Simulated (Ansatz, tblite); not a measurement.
Spin states of the cluster PtO₂ (the lowest singlet isomer of a short search), each relaxed with PBE-D4/def2-TZVP in Ansatz. Electronic energies in the gas phase.

In the def2 sets Pt takes a core potential; there is no spin–orbit coupling. The xTB rows come from tblite. HSE06 is defined as in plane-wave codes, on full-range PBE exchange. Correlated methods freeze 2 core orbitals; core or outer-core shells of Pt are correlated, in sets that lack core-valence functions. The structure comes from a short search, and lower isomers may exist.

Singlet geometry (D∞h within 0.1 Å):

```xyz
3

Pt    0.000    0.000    0.000
O     0.307   -1.676    0.162
O    -0.307    1.676   -0.162
```

Triplet geometry (C2v within 0.1 Å):

Cartesian coordinates in Å:
```
Pt -0.083 -0.305 -0.254
O -1.081 1.087 -0.630
O 1.164 -0.782 0.884
```

Quintet geometry (C2v within 0.1 Å):

```xyz
3

Pt   -0.0665    0.2826   -0.3418
O     0.9394    1.0623    0.9896
O    -0.8729   -1.3449   -0.6478
```

Run but left out: HF/def2-TZVP, HF/def2-TZVPP, PBE0-D4/def2-TZVP, MP2/def2-TZVP, MP2/def2-TZVPP, CCSD/def2-TZVPP, CCSD(T)/def2-TZVPP (singlet: restricted singlet, unstable towards broken spin symmetry); BHLYP-D4/def2-TZVP (singlet: restricted singlet, unstable in another Hartree–Fock run and untested here).

Only these spin states were relaxed.

```json
{"level": "GFN1-xTB", "triplet − singlet (kcal/mol)": "33.2", "quintet − singlet (kcal/mol)": "100.8", "lowest of these": "singlet"}
{"level": "GFN2-xTB", "triplet − singlet (kcal/mol)": "47.1", "quintet − singlet (kcal/mol)": "103.6", "lowest of these": "singlet"}
{"level": "PBE-D4/def2-TZVP", "triplet − singlet (kcal/mol)": "29.5", "quintet − singlet (kcal/mol)": "54.7", "lowest of these": "singlet"}
{"level": "revPBE-D4/def2-TZVP", "triplet − singlet (kcal/mol)": "28.3", "quintet − singlet (kcal/mol)": "52.1", "lowest of these": "singlet"}
{"level": "r2SCAN-D4/def2-TZVP", "triplet − singlet (kcal/mol)": "27.0", "quintet − singlet (kcal/mol)": "45.8", "lowest of these": "singlet"}
{"level": "B97M-V/def2-TZVP", "triplet − singlet (kcal/mol)": "25.8", "quintet − singlet (kcal/mol)": "45.9", "lowest of these": "singlet"}
{"level": "HSE06-D4/def2-TZVP", "triplet − singlet (kcal/mol)": "24.7", "quintet − singlet (kcal/mol)": "40.7", "lowest of these": "singlet"}
{"level": "RPA@PBE/def2-TZVP", "triplet − singlet (kcal/mol)": "34.6", "quintet − singlet (kcal/mol)": "56.1", "lowest of these": "singlet"}
```

```
  state  donor atoms  mean metal–ligand distance (Å)  range (Å)  Mulliken spin on the metal (PBE0)
singlet            2                           1.711  1.71–1.71                                  0
triplet            2                           1.754  1.75–1.75                               0.95
quintet            2                           1.842  1.84–1.84                               1.56
```

⟨S²⟩ at PBE0-D4/def2-TZVP: singlet 0.00 (pure 0.00), triplet 2.04 (pure 2.00), quintet 6.03 (pure 6.00).

The xTB methods have no term that favours high spin, so they put low spin too low.
